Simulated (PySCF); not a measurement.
**Question.** What does the PBE0-D3(BJ)/def2-SVP structure of `COC[SiH2]N` look like in three dimensions?

**Answer.** 
```xyz
14
C2H9NOSi angstrom
C     -2.2270    0.4770    0.1263
O     -0.8592    0.3860    0.3766
C     -0.2487   -0.7383   -0.2065
Si     1.5960   -0.6160    0.1968
N      2.0695    0.9478   -0.3777
H     -2.6033    1.3886    0.6126
H     -2.4445    0.5403   -0.9588
H     -2.7796   -0.3934    0.5330
H     -0.6872   -1.6847    0.1752
H     -0.3920   -0.7439   -1.3079
H      1.7769   -0.8639    1.6672
H      2.3613   -1.6769   -0.5295
H      1.4089    1.6903   -0.1649
H      3.0211    1.2732   -0.2477
```

Orientation and origin are arbitrary. Atoms count from 1 in this order. Si4 (SiH2 silicon) is distorted tetrahedral (angles from 104.7° to 116.2°). O2 (ether oxygen) is bent (angle 113.8°). N5 (silicon-bound nitrogen) is pyramidal (angles 120.2°, 114.4° and 110.4°, sum 345.0°, 0.27 Å off the plane of its three neighbours). Of the pairs four or more bonds apart, O2···H13 is among the closest relative to their van der Waals radii: 2.67 Å, 98 % of the sum of Bondi's values.

Bonds between heavy atoms (Å): C1–O2 1.394, O2–C3 1.406, C3–Si4 1.892, Si4–N5 1.732.

The calculation used PySCF, PBE0-D3(BJ)/def2-SVP geometry optimisation, gas phase.

Point group: C1 (no symmetry element, even within 0.4 Å). No frequency check. One conformer, not necessarily the lowest (C1–O2–C3–Si4 178°, O2–C3–Si4–N5 -55°, C3–Si4–N5–H 43° and 178°).

Hardware: an Arm Neoverse V1 with one thread, no GPU, shared host with 32 logical CPUs at a one-minute load of 29. Cost: 31 s, 0.50 GiB resident at most. That covers the optimisation of the geometry.
